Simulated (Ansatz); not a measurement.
Nb₃S₆, 9 atoms. Hardware: 2 threads of AMD EPYC 7R13 on a shared host and a share (18 GiB) of an NVIDIA H100 80GB HBM3.

In the def2 sets Nb takes a core potential; there is no spin–orbit coupling. Correlated methods freeze 30 core orbitals; core or outer-core shells of Nb are correlated, in sets that lack core-valence functions.

How many basis functions does each of these Ansatz runs have, and roughly what does it cost? r2SCAN-D4/def2-TZVP, charge 0 quartet, energy, from earlier orbitals; r2SCAN-D4/def2-SVP, charge 0 quartet, relaxation, 6 steps; PBE-D4/def2-TZVP, charge 0 quartet, energy, from earlier orbitals; r2SCANh-D4/def2-TZVP, charge 0 doublet, energy, from earlier orbitals; HSE06-D4/def2-TZVP, charge 0 doublet, energy and forces, from earlier orbitals; r2SCAN-D4/def2-SVP, charge 0 doublet, relaxation, 40 steps; r2SCAN-D4/def2-TZVP, charge 0 doublet, energy, from earlier orbitals; PBE0-D4/def2-TZVP, charge 0 doublet, energy, from earlier orbitals; CCSD(T)/def2-SVP, charge 0 doublet, energy, from earlier orbitals; PBE-D4/def2-TZVP, charge 0 doublet, energy and forces, from earlier orbitals; BLYP-D4/def2-TZVP, charge 0 doublet, energy, from earlier orbitals; PBE0-D4/def2-TZVP, charge 0 quartet, energy, from earlier orbitals.

Other jobs shared the machine, so times can vary by a factor of up to 3.

```json
{"run": "PBE0-D4/def2-TZVP, charge 0 quartet, energy, from earlier orbitals", "functions": "342", "fitting or Cholesky vectors": "2739", "wall time": "7 s", "peak host memory (GiB)": "1"}
{"run": "PBE-D4/def2-TZVP, charge 0 quartet, energy, from earlier orbitals", "functions": "342", "fitting or Cholesky vectors": "2520", "wall time": "7 s", "peak host memory (GiB)": "0.97"}
{"run": "BLYP-D4/def2-TZVP, charge 0 doublet, energy, from earlier orbitals", "functions": "342", "fitting or Cholesky vectors": "2520", "wall time": "7.5 s", "peak host memory (GiB)": "1"}
{"run": "PBE-D4/def2-TZVP, charge 0 doublet, energy and forces, from earlier orbitals", "functions": "342", "fitting or Cholesky vectors": "2520", "wall time": "9 s", "peak host memory (GiB)": "0.98"}
{"run": "r2SCAN-D4/def2-TZVP, charge 0 quartet, energy, from earlier orbitals", "functions": "342", "fitting or Cholesky vectors": "2520", "wall time": "9.5 s", "peak host memory (GiB)": "1.1"}
{"run": "r2SCANh-D4/def2-TZVP, charge 0 doublet, energy, from earlier orbitals", "functions": "342", "fitting or Cholesky vectors": "2520", "wall time": "13 s", "peak host memory (GiB)": "1.3"}
{"run": "PBE0-D4/def2-TZVP, charge 0 doublet, energy, from earlier orbitals", "functions": "342", "fitting or Cholesky vectors": "2739", "wall time": "14 s", "peak host memory (GiB)": "1.1"}
{"run": "r2SCAN-D4/def2-TZVP, charge 0 doublet, energy, from earlier orbitals", "functions": "342", "fitting or Cholesky vectors": "2520", "wall time": "16 s", "peak host memory (GiB)": "1.3"}
{"run": "CCSD(T)/def2-SVP, charge 0 doublet, energy, from earlier orbitals", "functions": "201", "fitting or Cholesky vectors": "1930", "wall time": "17 s", "peak host memory (GiB)": "1.3"}
{"run": "HSE06-D4/def2-TZVP, charge 0 doublet, energy and forces, from earlier orbitals", "functions": "342", "fitting or Cholesky vectors": "2739", "wall time": "22 s", "peak host memory (GiB)": "1.4"}
{"run": "r2SCAN-D4/def2-SVP, charge 0 quartet, relaxation, 6 steps", "functions": "201", "fitting or Cholesky vectors": "2061", "wall time": "28 s", "peak host memory (GiB)": "0.94"}
{"run": "r2SCAN-D4/def2-SVP, charge 0 doublet, relaxation, 40 steps", "functions": "201", "fitting or Cholesky vectors": "2061", "wall time": "2.9 min", "peak host memory (GiB)": "0.95"}
```
